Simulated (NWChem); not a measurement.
Molecule: C$_{3}$H$_{2}$FN; SMILES N#C/C=C/F

Results from NWChem. Structure relaxed at the PBE0/def2-SVP level. Level: B3LYP/def2-SVP with COSMO at NWChem's default radii, gas-phase geometry; rows give the dielectric constant.

```
dielectric constant  electrostatic solvation energy (kcal/mol)  dipole in solution (D)
-------------------  -----------------------------------------  ----------------------
1.5                                                       -1.8                    3.10
2.4                                                       -3.3                    3.34
3.9                                                       -4.4                    3.52
20.7                                                      -5.8                    3.77
25.0                                                      -5.9                    3.78
```
